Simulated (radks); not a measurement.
Excited configurations of the xenon ion Xe2+: one electron is placed in a higher orbital outside [Kr] 4d10 5s2 5p3. The ground configuration is [Kr] 4d10 5s2 5p4. Calculated with a radial shooting solver on a logarithmic mesh with Libxc functionals: Dirac Kohn-Sham, PBE, spin-unpolarised, spherical densities, point nucleus; open shells are shared between the two j in proportion to 2j + 1. Excitation = E - E(ground); binding = E(ion) - E, where the ion is the core of charge +3; n* = 3/sqrt(2 binding) in atomic units, and the quantum defect is n - n*. Eigenvalue and <r> are those of j = l + 1/2.

outer orbital  excitation (eV)  binding (eV)     n*  quantum defect  eigenvalue (eV)  <r> (bohr)
4f                      20.945        10.817  3.365           0.635           -7.025       3.017
5d                      15.287        16.476  2.726           2.274          -12.807       3.029
5f                      24.658         7.104  4.152           0.848           -5.694       6.638
6s                      15.969        15.794  2.784           3.216          -13.274       4.051
6p                      19.160        12.603  3.117           2.883          -10.462       4.814
6d                      23.204         8.558  3.783           2.217           -7.141       6.488
7s                      23.103         8.659  3.760           3.240           -7.436       7.328
7p                      24.420         7.343  4.084           2.916           -6.226       8.383

The Delta-SCF ionisation energy is 31.763 eV (NIST Atomic Spectra Database: 31.05 eV, semi-empirical). Self-interaction in the functional shifts the binding energies and quantum defects, so they are the method's values and not measured ones. Spin polarisation and multiplet splitting are left out, so open shells lie too high by an amount that depends on their filling. Sharing an open shell by 2j + 1 raises it above the true ground level by a part of the spin-orbit splitting, which enters the differences from NIST.

Beside tabulated values, note that spin-unpolarised runs miss the spin-polarisation part of the exchange energy of open shells.
